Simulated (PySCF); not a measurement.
Low-lying terms of Al³⁺ (aluminium, charge +3)

Ground state [Ne], ¹S. Calculation: PySCF 2.14, in def2-TZVP; the non-relativistic Hamiltonian (point nucleus). Vertical excitation energies in eV without spin-orbit coupling; excited terms of each kind are numbered among those the solver found. Frozen: 1s2.

| term | leading excitation | EOM-EE-CCSD |
| --- | --- | --- |
| 1 3P° | 2p → s | 76.734 |
| 1 1P° | 2p → s | 77.429 |
| 1 3S | 2p → p | 82.851 |
| 1 3D | 2p → p | 84.160 |
| 1 1D | 2p → p | 84.667 |
| 1 3P | 2p → p | 84.828 |
| 1 1P | 2p → p | 84.831 |
| 1 1S | 2p → p | 87.929 |
| 2 3P° | 2p → d | 93.875 |
| 1 3F° | 2p → d | 94.200 |
| 1 1F° | 2p → d | 94.329 |
| 1 1D° | 2p → d | 94.616 |
| 2 3S | 2p → p | 101.54 |
| 2 1D | 2p → p | 102.04 |

The solver can miss terms.
